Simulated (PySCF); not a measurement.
CH4BrFOSi, SMILES C[Si](O)(F)Br. Heavy atoms are numbered as in [CH3:1][Si:2]([OH:3])([F:4])[Br:5]. Hydrogens are named by the atom that carries them.

Coordinates come from a PBE0-D3(BJ)/def2-SVP optimisation. This is a generated structure with no PubChem entry under its InChIKey; it may be hypothetical. Other conformers were not sampled.

Method: HF/pcSseg-1 in PySCF.

GIAO shieldings, no solvent; atoms alike by connectivity are averaged. δ = σ(ref) − σ: ¹³C against TMS (σ = 192.6 ppm); ²⁹Si against TMS (σ = 393.8 ppm); ¹⁷O against H2O (σ = 333.0 ppm); ¹⁹F against CFCl3 (σ = 238.5 ppm); ¹H against TMS (σ = 31.99 ppm), references at their B3LYP-D3(BJ)/def2-TZVP geometries, non-relativistic (without spin–orbit terms, shifts of atoms bonded to Cl or Br come out too high).

**Question.** Estimate the chemical shifts. (The exact figures need the calculation; the answer reports its results.)

**Answer.** 
```
nucleus     atoms  count  δ (ppm)
-------  --------  -----  -------
¹³C      C1 (CH3)      1      2.0
²⁹Si          Si2      1     -7.3
¹⁷O       O3 (OH)      1     60.4
¹⁹F            F4      1    -96.1
¹H        H on O3      1     3.17
¹H        H on C1      3     0.91
```
